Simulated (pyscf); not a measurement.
This saddle point was located with ωB97X-D3(BJ)/def2-SVP in PySCF.

```xyz
6

Ga     0.3590    -0.4927    -0.9696
F      0.5454    -0.3522    -2.7112
C      0.4880     0.7878     0.4201
H     -0.9292    -0.3777     0.0748
H      0.5670     0.4022     1.4443
H      0.2942     1.8683     0.3386
```
Charge 0, spin multiplicity 2.

Surface: doublet, charge 0. Lowest wavenumbers (cm⁻¹): 1530i, 147, 263, 595, 631.

Problem. Which two sides does it connect, and which bonds change?

Solution. [H₃C–Ga–F]• <-> •H₂C–GaH–F, a hydrogen shift read from left to right: C–H broken and Ga–H formed. At CCSD(T)/def2-TZVPP + ΔMP2(QZVPP) it lies +2.81 eV from the left side and +1.85 eV from the right (each side as separated species at their lowest minima found). One saddle was located; it need not be the lowest between these sides. The CCSD(T) − MP2 part came from Ansatz, without density fitting, on the same reference. A UHF reference is spin-contaminated (<S²> up to 0.92), which harms MP2 most. The frozen core leaves the outer d or s,p core shells of the metals and heavy elements correlated in the MP2 and CC values, and def2-TZVPP describes them poorly, which can shift differences by a few kcal/mol. Elements up to Kr have no core potential and no relativistic terms here.
